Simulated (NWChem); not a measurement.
System: SiH$_{2}$I, doublet; SMILES I[SiH2]

The following NWChem deck was run.

```
start job
memory heap 200 mb stack 900 mb global 1100 mb
geometry units angstroms noautoz
  Si     0.084847     1.849800     0.000000
  I      0.010771    -0.591124     0.000000
  H     -0.598506     2.359100     1.229683
  H     -0.598506     2.359100    -1.229683
end
basis spherical
  * library def2-svp
end
ecp
  I library def2-ecp
end
dft
  odft
  mult 2
  xc xtpss03 ctpss03
  iterations 150
  grid medium becke
end
task dft gradient
```

Parts of the log:

```
             Northwest Computational Chemistry Package (NWChem) 7.3.0
             --------------------------------------------------------

 CS  symmetry detected

                             Geometry "geometry" -> ""
                             -------------------------

 Output coordinates in angstroms (scale by  1.889725989 to convert to a.u.)

  No.       Tag          Charge          X              Y              Z
 ---- ---------------- ---------- -------------- -------------- --------------
    1 Si                  14.0000     0.06370314    -1.86064101     0.00000000
    2 I                   53.0000     0.00668947     0.58074111     0.00000000
    3 H                    1.0000    -0.62319285    -2.36515237     1.22968300
    4 H                    1.0000    -0.62319285    -2.36515237    -1.22968300

 Effective nuclear repulsion energy (a.u.)     188.1447343327

      Symmetry information
      --------------------

 Group name             Cs
 Group number              2
 Group order               2
 No. of unique centers     3

                                 NWChem DFT Module
                                 -----------------

 Summary of "ao basis" -> "ao basis" (spherical)
 ------------------------------------------------------------------------------
       Tag                 Description            Shells   Functions and Types
 ---------------- ------------------------------  ------  ---------------------
 Si                         def2-svp                 8       18   4s3p1d
 I                          def2-svp                10       26   4s4p2d
 H                          def2-svp                 3        5   2s1p

      Symmetry analysis of basis
      --------------------------

        a'         36
        a"         18

            General Information
            -------------------
          SCF calculation type: DFT
          Wavefunction type:  spin polarized.
          No. of atoms     :     4
          No. of electrons :    41
           Alpha electrons :    21
            Beta electrons :    20
          Charge           :     0
          Spin multiplicity:     2
          Use of symmetry is: on ; symmetry adaption is: on
          Maximum number of iterations: 150
          AO basis - number of functions:    54
                     number of shells:    24
          Convergence on energy requested:  1.00D-06
          Convergence on density requested:  1.00D-05
          Convergence on gradient requested:  5.00D-04

              XC Information
              --------------
                  TPSS metaGGA Exchange Functional  1.000
             TPSS03 metaGGA Correlation Functional  1.000

             Grid Information
             ----------------
          Grid used for XC integration:  medium
          Radial quadrature: Mura-Knowles
          Angular quadrature: Lebedev.
          Tag              B.-S. Rad. Rad. Pts. Rad. Cut. Ang. Pts.
          ---              ---------- --------- --------- ---------
          Si                  1.10       88           9.0       590
          I                   1.40      123          10.0       590
          H                   0.35       45          10.0       434
          Grid pruning is: on
          Number of quadrature shells:   256
          Spatial weights used: Becke

      Superposition of Atomic Density Guess
      -------------------------------------

 Sum of atomic energies:        -636.86422223

      Non-variational initial energy
      ------------------------------

 Total energy =    -586.647585
 1-e energy   =   -1106.576411
 2-e energy   =     425.835669
 HOMO         =      -0.139666
 LUMO         =       0.043062

   Symmetry analysis of molecular orbitals - initial alpha
   -------------------------------------------------------

  Numbering of irreducible representations:

     1 a'          2 a"

  Orbital symmetries:

     1 a'          2 a'          3 a'          4 a'          5 a"
     6 a'          7 a"          8 a'          9 a'         10 a'
    11 a"         12 a'         13 a"         14 a'         15 a'
    16 a'         17 a"         18 a'         19 a'         20 a"
    21 a'         22 a'         23 a'         24 a"         25 a'
    26 a'         27 a"         28 a'         29 a'         30 a"
    31 a'

   Symmetry analysis of molecular orbitals - initial beta
   ------------------------------------------------------

  Numbering of irreducible representations:

     1 a'          2 a"

  Orbital symmetries:

     1 a'          2 a'          3 a'          4 a'          5 a"
     6 a'          7 a"          8 a'          9 a'         10 a'
    11 a"         12 a'         13 a"         14 a'         15 a'
    16 a'         17 a"         18 a'         19 a'         20 a"
    21 a'         22 a'         23 a'         24 a"         25 a'
    26 a'         27 a"         28 a'         29 a'         30 a"
    31 a'

   convergence    iter        energy       DeltaE   RMS-Dens  Diis-err
 ---------------- ----- ----------------- --------- --------- ---------
 d= 0,ls=0.0,diis     1   -588.1679355582 -6.82D+02  1.01D-02  5.16D-02
                                                     9.39D-03  4.50D-02
 d= 0,ls=0.0,diis     2   -588.1364844607  3.15D-02  6.99D-03  7.14D-02
                                                     8.35D-03  7.47D-02
 d= 0,ls=0.0,diis     3   -588.1939583875 -5.75D-02  2.33D-03  8.32D-03
                                                     2.30D-03  7.85D-03
 d= 0,ls=0.0,diis     4   -588.2008644632 -6.91D-03  4.73D-04  2.53D-04
                                                     3.93D-04  2.32D-04
 d= 0,ls=0.0,diis     5   -588.2009937335 -1.29D-04  1.19D-04  1.35D-05
                                                     9.35D-05  1.23D-05
  Resetting Diis
 d= 0,ls=0.0,diis     6   -588.2010034043 -9.67D-06  2.30D-05  1.11D-06
                                                     2.82D-05  1.10D-06
 d= 0,ls=0.0,diis     7   -588.2010043502 -9.46D-07  1.72D-05  7.32D-08
                                                     1.01D-05  3.39D-08
 d= 0,ls=0.0,diis     8   -588.2010043273  2.29D-08  7.99D-06  8.86D-08
                                                     8.68D-06  9.93D-08

         Total DFT energy =     -588.201004327344
      One electron energy =    -1107.346553482367
           Coulomb energy =      468.814756114954
    Exchange-Corr. energy =      -43.762363138686
 Nuclear repulsion energy =       94.093156178755

 Numeric. integr. density =       41.000000067489

                  Occupations of the irreducible representations
                  ----------------------------------------------

                     irrep           alpha         beta
                     --------     --------     --------
                     a'               15.0         14.0
                     a"                6.0          6.0

                    DFT Final Alpha Molecular Orbital Analysis
                    ------------------------------------------

 Vector   19  Occ=1.000000D+00  E=-2.713039D-01  Symmetry=a'
              MO Center=  1.1D-01, -5.6D-02, -8.0D-17, r^2= 3.0D+00
   Bfn.  Coefficient  Atom+Function         Bfn.  Coefficient  Atom+Function
  ----- ------------  ---------------      ----- ------------  ---------------
    29      0.510118  2 I  px                32      0.426777  2 I  px
    11      0.230123  1 Si px                26     -0.206837  2 I  px
     8      0.192882  1 Si px                23     -0.168190  2 I  px
    30      0.147538  2 I  py                 3      0.124708  1 Si s
    33      0.109899  2 I  py                 5     -0.101595  1 Si px

 Vector   20  Occ=1.000000D+00  E=-2.493232D-01  Symmetry=a"
              MO Center= -2.4D-02,  3.5D-01,  2.1D-13, r^2= 2.6D+00
   Bfn.  Coefficient  Atom+Function         Bfn.  Coefficient  Atom+Function
  ----- ------------  ---------------      ----- ------------  ---------------
    31      0.596749  2 I  pz                34      0.531614  2 I  pz
    28     -0.241928  2 I  pz                25     -0.196267  2 I  pz
    45     -0.106441  3 H  s                 50      0.106441  4 H  s
    46     -0.101670  3 H  s                 51      0.101670  4 H  s
    15      0.060799  1 Si d -1              10     -0.043765  1 Si pz

 Vector   21  Occ=1.000000D+00  E=-2.026895D-01  Symmetry=a'
              MO Center=  3.0D-01, -1.2D+00, -2.4D-15, r^2= 3.8D+00
   Bfn.  Coefficient  Atom+Function         Bfn.  Coefficient  Atom+Function
  ----- ------------  ---------------      ----- ------------  ---------------
    11      0.427114  1 Si px                32     -0.350641  2 I  px
     8      0.344953  1 Si px                29     -0.335793  2 I  px
     4      0.325642  1 Si s                  3      0.270750  1 Si s
     5     -0.176900  1 Si px                 2      0.150832  1 Si s
    33      0.137503  2 I  py                26      0.135788  2 I  px

 Vector   22  Occ=0.000000D+00  E=-5.396232D-02  Symmetry=a'
              MO Center= -2.3D-03, -9.8D-01,  8.9D-16, r^2= 4.7D+00
   Bfn.  Coefficient  Atom+Function         Bfn.  Coefficient  Atom+Function
  ----- ------------  ---------------      ----- ------------  ---------------
    12      0.919371  1 Si py                33      0.790926  2 I  py
     4      0.510896  1 Si s                 22     -0.507651  2 I  s
     3      0.356661  1 Si s                  9      0.333557  1 Si py
    30      0.334091  2 I  py                21     -0.248106  2 I  s
     2      0.175707  1 Si s                  6     -0.173729  1 Si py

 Vector   23  Occ=0.000000D+00  E= 1.162714D-02  Symmetry=a"
              MO Center=  1.3D-01, -1.6D+00, -8.1D-14, r^2= 3.9D+00
   Bfn.  Coefficient  Atom+Function         Bfn.  Coefficient  Atom+Function
  ----- ------------  ---------------      ----- ------------  ---------------
    13      1.423390  1 Si pz                46     -1.002021  3 H  s
    51      1.002021  4 H  s                 34     -0.280560  2 I  pz
    10      0.252060  1 Si pz                45     -0.173974  3 H  s
    50      0.173974  4 H  s                 17     -0.164192  1 Si d  1
     7     -0.139582  1 Si pz                41     -0.126378  2 I  d -1

 Vector   24  Occ=0.000000D+00  E= 2.281921D-02  Symmetry=a'
              MO Center= -3.5D-01, -2.0D+00,  1.1D-13, r^2= 3.7D+00
   Bfn.  Coefficient  Atom+Function         Bfn.  Coefficient  Atom+Function
  ----- ------------  ---------------      ----- ------------  ---------------
     4      1.171047  1 Si s                 46     -1.130007  3 H  s
    51     -1.130007  4 H  s                 11     -0.880828  1 Si px
    12     -0.648863  1 Si py                 3      0.567379  1 Si s
     2      0.239307  1 Si s                 45     -0.195916  3 H  s
    50     -0.195916  4 H  s                 32      0.172290  2 I  px

                     DFT Final Beta Molecular Orbital Analysis
                     -----------------------------------------

 Vector   18  Occ=1.000000D+00  E=-3.217232D-01  Symmetry=a'
              MO Center= -7.2D-02, -3.3D-01,  1.5D-13, r^2= 3.5D+00
   Bfn.  Coefficient  Atom+Function         Bfn.  Coefficient  Atom+Function
  ----- ------------  ---------------      ----- ------------  ---------------
    30      0.492848  2 I  py                33      0.336286  2 I  py
     9     -0.252329  1 Si py                27     -0.197539  2 I  py
    12     -0.163070  1 Si py                24     -0.161420  2 I  py
    45      0.152667  3 H  s                 50      0.152667  4 H  s
    21      0.143371  2 I  s                  6      0.134415  1 Si py

 Vector   19  Occ=1.000000D+00  E=-2.586288D-01  Symmetry=a'
              MO Center=  3.9D-02,  3.1D-01, -2.3D-13, r^2= 2.4D+00
   Bfn.  Coefficient  Atom+Function         Bfn.  Coefficient  Atom+Function
  ----- ------------  ---------------      ----- ------------  ---------------
    29      0.572911  2 I  px                32      0.500673  2 I  px
    26     -0.233034  2 I  px                23     -0.189157  2 I  px
    11      0.136256  1 Si px                 8      0.098588  1 Si px
    30      0.084807  2 I  py                 3      0.081147  1 Si s
    33      0.061244  2 I  py                 5     -0.056129  1 Si px

 Vector   20  Occ=1.000000D+00  E=-2.473068D-01  Symmetry=a"
              MO Center= -2.7D-02,  3.4D-01,  1.2D-13, r^2= 2.6D+00
   Bfn.  Coefficient  Atom+Function         Bfn.  Coefficient  Atom+Function
  ----- ------------  ---------------      ----- ------------  ---------------
    31      0.594575  2 I  pz                34      0.532430  2 I  pz
    28     -0.241260  2 I  pz                25     -0.195657  2 I  pz
    45     -0.108340  3 H  s                 50      0.108340  4 H  s
    46     -0.101867  3 H  s                 51      0.101867  4 H  s
    15      0.060488  1 Si d -1              10     -0.050623  1 Si pz

 Vector   21  Occ=0.000000D+00  E=-1.389714D-01  Symmetry=a'
              MO Center=  3.9D-01, -1.6D+00, -9.8D-14, r^2= 3.3D+00
   Bfn.  Coefficient  Atom+Function         Bfn.  Coefficient  Atom+Function
  ----- ------------  ---------------      ----- ------------  ---------------
    11      0.510711  1 Si px                 4      0.387323  1 Si s
     3      0.323705  1 Si s                  8      0.325219  1 Si px
    32     -0.247790  2 I  px                29     -0.218173  2 I  px
     2      0.187598  1 Si s                  5     -0.179113  1 Si px
    33      0.168641  2 I  py                30      0.148408  2 I  py

 Vector   22  Occ=0.000000D+00  E=-3.959650D-02  Symmetry=a'
              MO Center= -4.3D-02, -9.5D-01,  3.6D-15, r^2= 4.7D+00
   Bfn.  Coefficient  Atom+Function         Bfn.  Coefficient  Atom+Function
  ----- ------------  ---------------      ----- ------------  ---------------
    12      0.895145  1 Si py                33      0.797974  2 I  py
     4      0.568935  1 Si s                 22     -0.505792  2 I  s
     3      0.378786  1 Si s                  9      0.327014  1 Si py
    30      0.316345  2 I  py                21     -0.256810  2 I  s
    11     -0.203255  1 Si px                 2      0.184286  1 Si s

 Vector   23  Occ=0.000000D+00  E= 3.512458D-02  Symmetry=a"
              MO Center=  9.9D-02, -1.6D+00, -1.7D-13, r^2= 4.1D+00
   Bfn.  Coefficient  Atom+Function         Bfn.  Coefficient  Atom+Function
  ----- ------------  ---------------      ----- ------------  ---------------
    13      1.454848  1 Si pz                46     -1.037180  3 H  s
    51      1.037180  4 H  s                 34     -0.278127  2 I  pz
    10      0.238166  1 Si pz                45     -0.161248  3 H  s
    50      0.161248  4 H  s                 41     -0.153648  2 I  d -1
    15      0.142221  1 Si d -1               7     -0.135577  1 Si pz

   alpha - beta orbital overlaps
   -----------------------------

   alpha      1      2      3      4      5      6      7      8      9     10
    beta      1      2      3      4      5      6      7      9      8     10
 overlap   1.000  1.000  1.000  0.999  0.999  1.000  0.795  0.795  1.000  0.998

   alpha     11     12     13     14     15     16     17     18     19     20
    beta     11     12     13     14     15     16     17     18     19     20
 overlap   0.997  0.999  0.999  0.999  1.000  0.997  1.000  0.997  0.970  1.000

[...]

                         DFT ENERGY GRADIENTS

    atom               coordinates                        gradient
                 x          y          z           x          y          z
   1 Si      0.120381  -3.516102   0.000000   -0.000509   0.003878   0.000000
   2 I       0.012641   1.097442   0.000000    0.000203  -0.003663   0.000000
   3 H      -1.177664  -4.469490   2.323764    0.000153  -0.000108   0.000520
   4 H      -1.177664  -4.469490  -2.323764    0.000153  -0.000108  -0.000520
```

Level: TPSS/def2-SVP with def2 effective core potentials on I, spin-unrestricted. In the optimisation the excess spin sits in a' (Cs, its own frame). Coordinates come from a PBE0/def2-SVP, spin-unrestricted optimisation. No stability test was run on the SCF state. def2 effective core potentials on I; no spin-orbit coupling.
